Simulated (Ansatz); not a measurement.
The first iterations of a band of CH₆BClO (10 atoms, charge 0, multiplicity 1).

These are results of RKS PBE-D4/6-31G* in Ansatz, not measurements.

* movable images: 5
* climbing image: yes
* spring: 5.0 eV/Å²
* optimiser: quadratic models (default)
* start path: through a guess of the saddle point
* force threshold: 0.03 eV/Å
* iteration limit: 60
* end points: relaxed

First end point:

```xyz
10
Properties=species:S:1:pos:R:3
B 0.089 -0.034 0.237
H 0.204 -0.647 1.274
C 1.310 0.065 -0.772
H 1.503 -0.931 -1.208
H 1.128 0.747 -1.624
H 2.239 0.382 -0.266
Cl -1.572 -0.361 -0.573
O -0.135 1.561 0.819
H -0.386 2.082 0.020
H -0.965 1.511 1.348
```

Last end point:

```xyz
10
Properties=species:S:1:pos:R:3
B -0.047 0.589 -0.805
H -0.142 0.294 3.409
C 1.388 0.055 -1.135
H 1.406 -1.050 -1.101
H 1.686 0.334 -2.161
H 2.141 0.440 -0.428
Cl -1.450 0.143 -1.851
O -0.273 1.393 0.272
H -1.219 1.634 0.353
H -0.075 0.546 2.703
```

| iteration | highest image above the first end (eV) | largest band force component (eV/Å) |
| --- | --- | --- |
| 1 | 2.588 | 5.793 |
| 2 | 1.840 | 3.716 |
| 3 | 1.325 | 1.750 |
| 4 | 0.564 | 2.713 |
| 5 | 0.504 | 1.297 |
| 6 | 0.342 | 0.566 |

Task: Does the band converge within its limit, and where does its top end?

Result: The forces met the threshold. It ended after 19 iterations with the highest image 0.945 eV above the first end. Neighbouring images differ by up to 1.6 eV, so the band resolves the path poorly. A vibrational analysis at the climbing image gives one clearly imaginary mode, 1233i cm⁻¹: a first-order saddle point. The orbitals stay closed-shell, which can raise the energy where a bond breaks towards radicals; this wasn't checked here.

Run time: 4 min on 1 thread of Arm Neoverse V1 (shared host), peak memory 0.13 GiB.
